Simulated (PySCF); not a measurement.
PySCF 2.14 output of an unrestricted wB97X-V calculation on a single atom or ion in aug-cc-pwCVTZ-X2C (10s9p7d3f, 93 functions), with scalar relativity by spin-free X2C-1e:

```
SCF conv_tol = 1e-09
number electrons alpha = 19  beta = 18
    N. Mardirossian and M. Head-Gordon.,  Phys. Chem. Chem. Phys. 16, 9904-9924 (2014)
cycle= 1 E= -3178.72822040789  delta_E= -0.00601  |g|= 0.054  |ddm|= 0.246
cycle= 2 E= -3178.72849849206  delta_E= -0.000278  |g|= 0.0241  |ddm|= 0.093
cycle= 3 E= -3178.72856781137  delta_E= -6.93e-05  |g|= 0.00183  |ddm|= 0.0221
cycle= 4 E= -3178.72857587343  delta_E= -8.06e-06  |g|= 0.000612  |ddm|= 0.0172
cycle= 5 E= -3178.72857728481  delta_E= -1.41e-06  |g|= 6.86e-05  |ddm|= 0.00886
cycle= 6 E= -3178.72857730966  delta_E= -2.48e-08  |g|= 6.94e-06  |ddm|= 0.00105
cycle= 7 E= -3178.72857730986  delta_E= -2.09e-10  |g|= 8.28e-07  |ddm|= 0.000246
converged SCF energy = -3178.72857730986  <S^2> = 0.75002603  2S+1 = 2.000026
```

The run itself started from symmetry-adapted Hartree-Fock orbitals and held the occupation by maximum overlap, on a logarithmic radial grid, so the iterations belong to that start.

Q: Which element, charge and spin multiplicity is this?

A: Sr+ (strontium, charge +1), multiplicity 2; the state was [Kr] 5p1, 2P determinant (an excited configuration).
